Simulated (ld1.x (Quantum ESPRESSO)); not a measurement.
Reading a pseudo-wave (Zn (Z = 30))

Columns: radius, all-electron u(r) and pseudo u(r) of the 4s shell (level -5.98 eV) of zinc in the configuration [Ar] 3d10 4s2 4p0; PBE, scalar-relativistic, PAW scheme, ld1.x (Quantum ESPRESSO) 7.5.

```json
{"r (bohr)": "0.118", "all-electron": "-0.1421", "pseudo": "-0.0647"}
{"r (bohr)": "0.235", "all-electron": "-0.0704", "pseudo": "-0.1281"}
{"r (bohr)": "0.353", "all-electron": "0.1582", "pseudo": "-0.1906"}
{"r (bohr)": "0.470", "all-electron": "0.2709", "pseudo": "-0.2505"}
{"r (bohr)": "0.588", "all-electron": "0.2535", "pseudo": "-0.3081"}
{"r (bohr)": "0.705", "all-electron": "0.1573", "pseudo": "-0.3620"}
{"r (bohr)": "0.822", "all-electron": "0.0280", "pseudo": "-0.4121"}
{"r (bohr)": "0.940", "all-electron": "-0.1074", "pseudo": "-0.4585"}
{"r (bohr)": "1.058", "all-electron": "-0.2328", "pseudo": "-0.5004"}
{"r (bohr)": "1.175", "all-electron": "-0.3409", "pseudo": "-0.5373"}
{"r (bohr)": "1.292", "all-electron": "-0.4307", "pseudo": "-0.5693"}
{"r (bohr)": "1.410", "all-electron": "-0.5034", "pseudo": "-0.5967"}
{"r (bohr)": "1.528", "all-electron": "-0.5595", "pseudo": "-0.6192"}
{"r (bohr)": "1.645", "all-electron": "-0.6007", "pseudo": "-0.6367"}
{"r (bohr)": "1.763", "all-electron": "-0.6298", "pseudo": "-0.6495"}
{"r (bohr)": "1.880", "all-electron": "-0.6480", "pseudo": "-0.6576"}
{"r (bohr)": "1.998", "all-electron": "-0.6574", "pseudo": "-0.6612"}
{"r (bohr)": "2.115", "all-electron": "-0.6594", "pseudo": "-0.6605"}
{"r (bohr)": "2.232", "all-electron": "-0.6553", "pseudo": "-0.6554"}
{"r (bohr)": "2.350", "all-electron": "-0.6462", "pseudo": "-0.6462"}
{"r (bohr)": "2.468", "all-electron": "-0.6330", "pseudo": "-0.6330"}
{"r (bohr)": "2.585", "all-electron": "-0.6167", "pseudo": "-0.6167"}
{"r (bohr)": "2.702", "all-electron": "-0.5981", "pseudo": "-0.5981"}
{"r (bohr)": "2.820", "all-electron": "-0.5774", "pseudo": "-0.5774"}
{"r (bohr)": "2.938", "all-electron": "-0.5553", "pseudo": "-0.5553"}
{"r (bohr)": "3.055", "all-electron": "-0.5326", "pseudo": "-0.5326"}
```

(1) How many radial nodes do the two functions have?

(2) At about which radius was the pseudo-wave matched?

(3) Where does each function peak?

(4) Is the pseudo-wave norm-conserving?

Results:

(1) The all-electron 4s function has n − l − 1 = 3 (the table is too coarse to show those close to the nucleus); the pseudo-wave has 0, since the states of the same l below it are removed with the core.

(2) 2.35 bohr. The columns agree to 0.0005 from 2.23 bohr on; several derivatives are matched, so the curves merge somewhat inside the radius.

(3) Outermost all-electron maximum near 2.12 bohr, pseudo maximum near 2.00 bohr (to the table’s step).

(4) No, it belongs to a PAW set: the norm inside the radius is not constrained, and the difference is carried by the augmentation charge.
